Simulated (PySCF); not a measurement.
Job file and geometry (Å, from GFN2-xTB) of an NMR shielding run on SMILES C=CP1CCC(C)=C1[SiH3], C₇H₁₃PSi, GIAO PBE0/pcSseg-1 NMR shielding, non-relativistic, gas phase (PySCF 2.14.0, density-fitted response routines); density fitting, a coarse starting grid and PySCF grid level 2 are the driver's defaults:

```
$ OMP_NUM_THREADS=1 python probes_run.py task.json out

{"job": {"kind": "nmr", "xc": "PBE0", "basis": "pcSseg-1"}, "charge": 0, "multiplicity": 1}
C      2.230090     1.277456    -0.864531
C      2.333546     0.380975     0.102772
P      1.120123     0.082474     1.431317
C      0.838224    -1.738110     1.112257
C     -0.088201    -1.834378    -0.097111
C     -0.895063    -0.563585    -0.160872
C     -2.130166    -0.574589    -0.998376
C     -0.422566     0.484586     0.517713
Si    -1.153609     2.212907     0.635087
H      1.345831     1.882072    -0.985378
H      3.022808     1.439294    -1.578654
H      3.244107    -0.199059     0.219145
H      1.783227    -2.264980     0.972933
H      0.350299    -2.149489     2.000544
H      0.495302    -1.917808    -1.020617
H     -0.735656    -2.712301    -0.037372
H     -1.895902    -0.924159    -2.004117
H     -2.573455     0.415584    -1.059649
H     -2.862900    -1.260665    -0.571867
H     -1.348586     2.765322    -0.712886
H     -2.449543     2.161788     1.318326
H     -0.218319     3.056051     1.379702
```

**Question.** What does the program print?

**Answer.** 
```
coarse grid: 18912 points
cycle   1  E = -904.6098653116  dE =  1.008e+00  |g| = 4.732e-01  |ddm| = 4.404e+00
cycle   2  E = -904.5874959871  dE =  2.237e-02  |g| = 5.550e-01  |ddm| = 1.065e+00
cycle   3  E = -904.6682432050  dE = -8.075e-02  |g| = 8.204e-02  |ddm| = 7.030e-01
cycle   4  E = -904.6696106102  dE = -1.367e-03  |g| = 3.998e-02  |ddm| = 1.378e-01
cycle   5  E = -904.6699868807  dE = -3.763e-04  |g| = 1.331e-02  |ddm| = 5.435e-02
cycle   6  E = -904.6700332357  dE = -4.635e-05  |g| = 3.354e-03  |ddm| = 1.941e-02
cycle   7  E = -904.6700358560  dE = -2.620e-06  |g| = 7.507e-04  |ddm| = 3.943e-03
final grid: 172144 points
cycle   8  E = -904.7248131332  dE = -4.186e-05  |g| = 8.865e-03  |ddm| = 4.632e-02
cycle   9  E = -904.7248012671  dE =  1.187e-05  |g| = 1.108e-02  |ddm| = 2.029e-02
cycle  10  E = -904.7248337495  dE = -3.248e-05  |g| = 1.075e-03  |ddm| = 1.280e-02
cycle  11  E = -904.7248340135  dE = -2.640e-07  |g| = 3.697e-04  |ddm| = 1.554e-03
cycle  12  E = -904.7248340444  dE = -3.091e-08  |g| = 1.290e-04  |ddm| = 4.569e-04
cycle  13  E = -904.7248340483  dE = -3.928e-09  |g| = 3.333e-05  |ddm| = 1.663e-04
cycle  14  E = -904.7248340486  dE = -2.865e-10  |g| = 8.914e-06  |ddm| = 5.468e-05
converged SCF energy = -904.7248340486

GIAO shielding tensors (ppm)
atom      isotropic    diamagn.    paramagn.     s11        s22        s33       span
  0 C       58.774     256.541    -197.767    -58.056     66.649    167.728    225.784
  1 C       33.069     263.876    -230.806    -85.366     35.382    149.192    234.558
  2 P      301.580     968.098    -666.519    204.416    337.727    362.595    158.179
  3 C      156.845     255.161     -98.316    135.704    165.362    169.468     33.764
  4 C      141.346     250.050    -108.704    107.166    142.902    173.969     66.803
  5 C       10.935     261.601    -250.666   -102.303      6.274    128.835    231.139
  6 C      162.845     247.896     -85.050    147.324    156.713    184.499     37.175
  7 C       58.001     265.789    -207.788    -31.800     55.798    150.005    181.805
  8 Si     434.762     882.125    -447.363    407.960    428.492    467.834     59.874
  9 H       26.243      34.539      -8.296     23.280     24.601     30.848      7.568
 10 H       25.858      29.358      -3.500     22.755     24.911     29.910      7.155
 11 H       25.057      31.583      -6.526     22.020     24.630     28.521      6.501
 12 H       29.998      32.186      -2.189     26.091     27.280     36.622     10.530
 13 H       29.808      32.333      -2.525     24.586     27.902     36.935     12.349
 14 H       28.901      32.460      -3.559     25.559     27.493     33.650      8.091
 15 H       29.210      31.731      -2.521     23.842     29.007     34.781     10.939
 16 H       29.715      30.008      -0.293     25.832     28.028     35.285      9.453
 17 H       29.485      31.652      -2.167     24.224     30.345     33.887      9.662
 18 H       29.599      28.967       0.632     25.586     27.577     35.633     10.047
 19 H       27.238      30.260      -3.022     24.105     25.630     31.979      7.873
 20 H       27.287      29.444      -2.157     23.627     25.404     32.831      9.204
 21 H       27.443      29.473      -2.030     23.521     26.737     32.071      8.550
```

Size and cost of the density-fitted run: 232 basis functions, 53 s wall time on 1 thread of an Arm Neoverse V1, shared host; peak memory 1.1 GiB.
